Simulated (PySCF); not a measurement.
Broadened absorption spectrum of C6H11NO

C6H11NO.
Bonds: C1–C2 (double), C2–C3, C3–O4 (double), C3–N5, N5–C6, N5–C7, C7–C8. Hydrogens: H9, H10 on C1; H11 on C2; H12, H13, H14 on C6; H15, H16 on C7; H17, H18, H19 on C8.

Level of theory: TDDFT PBE0/def2-SVPD, vertical, gas phase, core orbitals frozen in the response (PySCF). Geometry: GFN2-xTB, one conformer, isolated molecule. Torsions of this conformer, `[CH2:1]=[CH:2][C:3](=[O:4])[N:5]([CH3:6])[CH2:7][CH3:8]`: C1–C2–C3–O4 23°, C2–C3–N5–C6 178°, C3–N5–C7–C8 72°.

Computed states:

| state | E (eV) | f |
| --- | --- | --- |
| S1 | 4.59 | 0.0014 |
| S2 | 5.12 | 0.088 |
| S3 | 6.43 | 0.020 |
| S4 | 6.56 | 0.357 |
| S5 | 6.85 | 0.0096 |
| S6 | 7.17 | 0.021 |

Broadening: Gaussians 0.3 eV wide at half height, area fixed by f = 4.319×10⁻⁹ ∫ε dν̃. The cross-section is σ = 3.8235×10⁻²¹ ε cm², given in Mb (10⁻¹⁸ cm²). The width is an assumption, not a result. The curve ends short of the highest state used, and states not computed would add to its high-energy end.

Q: Give the broadened spectrum and its maxima.

A: 
```csv
λ (nm),σ (Mb)
188.7,126.61
191.9,94.91
195.0,38.89
198.2,9.10
201.4,1.37
204.5,0.15
207.7,0.01
210.9,0.00
214.0,0.00
217.2,0.00
220.4,0.01
223.5,0.11
226.7,0.73
229.9,3.12
233.0,8.83
236.2,18.25
239.4,27.20
242.6,29.98
245.7,25.24
248.9,16.40
252.1,8.40
255.2,3.60
258.4,1.32
261.6,0.58
264.7,0.45
267.9,0.48
271.1,0.49
274.2,0.43
277.4,0.31
280.6,0.20
283.7,0.11
286.9,0.05
290.1,0.02
293.2,0.01
296.4,0.00
299.6,0.00
```

Maxima: 270 nm (4.59 eV), ε about 130, made up of S1 (99%); 242 nm (5.12 eV), ε about 7900, made up of S2 (100%); 189 nm (6.56 eV), ε about 33000, made up of S4 (96%) (ε in L mol⁻¹ cm⁻¹; maxima over ε = 5, shares over 10%).

Q: What would ε be at 6.56 eV, the highest of these maxima, with half the width (0.15 eV)?

A: About 64500 L mol⁻¹ cm⁻¹ against 33200, a factor of about 1.9; a lone state at its own centre would give exactly 2.

Q: On this curve, what absorbance would a 10⁻⁴ mol/L sample give at 193 nm over a 1 cm path?

A: 193 nm is 6.424 eV, where ε is about 19000 L mol⁻¹ cm⁻¹, so A = ε c l ≈ 1.9 (Beer–Lambert, with the gas-phase spectrum and the assumed width).

Q: Coming from long wavelengths, where does ε first pass 100 L mol⁻¹ cm⁻¹?

A: At about 275 nm (4.50 eV), 0.09 eV below S1.

Time: 45 s of wall time; peak memory 1.0 GiB. Hardware: one thread of an Arm Neoverse V2, no GPU, shared host with 32 logical CPUs at a one-minute load of 16.
